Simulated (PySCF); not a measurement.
Au2H2S2Si, SMILES [Au][S][SiH2][S][Au], multiplicity 1.

The structure is a stationary point at B3LYP-D3(BJ)/def2-SVP. The spin state was assumed, not searched. The def2 effective core potentials stand for the cores of Au; spin–orbit coupling is left out. One conformer was computed; it need not be the lowest.

Two levels are set side by side: PBE/def2-TZVP (PySCF) and ωB97X/def2-TZVP (PySCF). Same geometry, gas phase. Differences are taken from unrounded values.

```json
[
 {"quantity": "orbital gap (eV)", "ωB97X": "7.24"},
 {"quantity": "highest occupied level (eV)", "ωB97X": "-8.85"},
 {"quantity": "lowest empty level (eV)", "ωB97X": "-1.61"},
 {"quantity": "dipole moment (D)", "ωB97X": "4.85"},
 {"quantity": "mean polarisability (bohr³)", "ωB97X": "135.3"}
]
```

Q: What does PBE give, and how far is it from ωB97X? (The exact figures need the calculation; the answer reports its results.)

A: 
```tsv
quantity	PBE	PBE minus ωB97X
orbital gap (eV)	1.21	-6.03
highest occupied level (eV)	-5.69	3.16
lowest empty level (eV)	-4.48	-2.88
dipole moment (D)	3.35	-1.50
mean polarisability (bohr³)	151.5	16.2
```

PBE's occupied levels lie high since its potential decays too fast outside the molecule; exact exchange lowers them and widens the gap. PBE's more diffuse valence density responds more strongly to a field. Differences between two approximate levels are no errors against the true value.

Rough cost on one machine, each run with all the roots and properties that it gave: ωB97X against PBE within a factor of 2.
